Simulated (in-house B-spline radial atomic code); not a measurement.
Inner levels of technetium as electrons are removed. A shift is the extra binding of the orbital against the neutral atom ([Kr] 4d3/2(4) 4d5/2(1) 5s2). The density at the nucleus is averaged over the nuclear charge. Computed with an all-electron radial atomic-structure program (B-spline basis): Dirac-Hartree-Fock, jj configuration that fills j = l - 1/2 first, finite nuclei.

A number in brackets counts the electrons of a j subshell.

```json
{"ion": "Tc28+", "configuration": "[Ne] 3s2 3p1/2(2) 3p3/2(1)", "shift of 1s1/2 (eV)": "1391.32", "radius of 1s1/2 (bohr)": "0.034263", "Σ<r²> (bohr²)": "0.91238", "change of density at nucleus (bohr⁻³)": "546.04"}
{"ion": "Tc29+", "configuration": "[Ne] 3s2 3p1/2(2)", "shift of 1s1/2 (eV)": "?", "radius of 1s1/2 (bohr)": "?", "Σ<r²> (bohr²)": "?", "change of density at nucleus (bohr⁻³)": "?"}
{"ion": "Tc30+", "configuration": "[Ne] 3s2 3p1/2(1)", "shift of 1s1/2 (eV)": "?", "radius of 1s1/2 (bohr)": "?", "Σ<r²> (bohr²)": "?", "change of density at nucleus (bohr⁻³)": "?"}
{"ion": "Tc31+", "configuration": "[Ne] 3s2", "shift of 1s1/2 (eV)": "1690.35", "radius of 1s1/2 (bohr)": "0.034245", "Σ<r²> (bohr²)": "0.46417", "change of density at nucleus (bohr⁻³)": "767.94"}
{"ion": "Tc32+", "configuration": "[Ne] 3s1", "shift of 1s1/2 (eV)": "1786.81", "radius of 1s1/2 (bohr)": "0.034243", "Σ<r²> (bohr²)": "0.31549", "change of density at nucleus (bohr⁻³)": "-380.44"}
{"ion": "Tc33+", "configuration": "[He] 2s2 2p6", "shift of 1s1/2 (eV)": "1884.76", "radius of 1s1/2 (bohr)": "0.03424", "Σ<r²> (bohr²)": "0.17112", "change of density at nucleus (bohr⁻³)": "-1571.83"}
{"ion": "Tc34+", "configuration": "[He] 2s2 2p1/2(2) 2p3/2(3)", "shift of 1s1/2 (eV)": "2124.43", "radius of 1s1/2 (bohr)": "0.034212", "Σ<r²> (bohr²)": "0.14813", "change of density at nucleus (bohr⁻³)": "-1329.79"}
{"ion": "Tc35+", "configuration": "[He] 2s2 2p1/2(2) 2p3/2(2)", "shift of 1s1/2 (eV)": "2368.43", "radius of 1s1/2 (bohr)": "0.034182", "Σ<r²> (bohr²)": "0.12613", "change of density at nucleus (bohr⁻³)": "-1081.95"}
{"ion": "Tc36+", "configuration": "[He] 2s2 2p1/2(2) 2p3/2(1)", "shift of 1s1/2 (eV)": "2616.74", "radius of 1s1/2 (bohr)": "0.034152", "Σ<r²> (bohr²)": "0.10505", "change of density at nucleus (bohr⁻³)": "-828.29"}
{"ion": "Tc37+", "configuration": "[He] 2s2 2p1/2(2)", "shift of 1s1/2 (eV)": "2869.35", "radius of 1s1/2 (bohr)": "0.03412", "Σ<r²> (bohr²)": "0.084853", "change of density at nucleus (bohr⁻³)": "-568.78"}
{"ion": "Tc38+", "configuration": "[He] 2s2 2p1/2(1)", "shift of 1s1/2 (eV)": "3136.64", "radius of 1s1/2 (bohr)": "0.034083", "Σ<r²> (bohr²)": "0.066445", "change of density at nucleus (bohr⁻³)": "-375.32"}
{"ion": "Tc39+", "configuration": "[He] 2s2", "shift of 1s1/2 (eV)": "?", "radius of 1s1/2 (bohr)": "?", "Σ<r²> (bohr²)": "?", "change of density at nucleus (bohr⁻³)": "?"}
{"ion": "Tc40+", "configuration": "[He] 2s1", "shift of 1s1/2 (eV)": "3642.03", "radius of 1s1/2 (bohr)": "0.03404", "Σ<r²> (bohr²)": "0.025663", "change of density at nucleus (bohr⁻³)": "-5464.07"}
{"ion": "Tc41+", "configuration": "1s2", "shift of 1s1/2 (eV)": "3878.16", "radius of 1s1/2 (bohr)": "0.034021", "Σ<r²> (bohr²)": "0.0031166", "change of density at nucleus (bohr⁻³)": "-10914.2"}
{"ion": "Tc42+", "configuration": "1s1", "shift of 1s1/2 (eV)": "4632.78", "radius of 1s1/2 (bohr)": "0.03371", "Σ<r²> (bohr²)": "0.0015284", "change of density at nucleus (bohr⁻³)": "-53268.7"}
```

Fill in the row of Tc29+.

shift of 1s1/2 (eV): 1487.49; radius of 1s1/2 (bohr): 0.034258; Σ<r²> (bohr²): 0.75439; change of density at nucleus (bohr⁻³): 630.08.

Fill in the row of Tc30+.

shift of 1s1/2 (eV): 1587.94; radius of 1s1/2 (bohr): 0.034251; Σ<r²> (bohr²): 0.60658; change of density at nucleus (bohr⁻³): 698.32.

Fill in the row of Tc39+.

shift of 1s1/2 (eV): 3408.71; radius of 1s1/2 (bohr): 0.034044; Σ<r²> (bohr²): 0.048847; change of density at nucleus (bohr⁻³): -180.2.
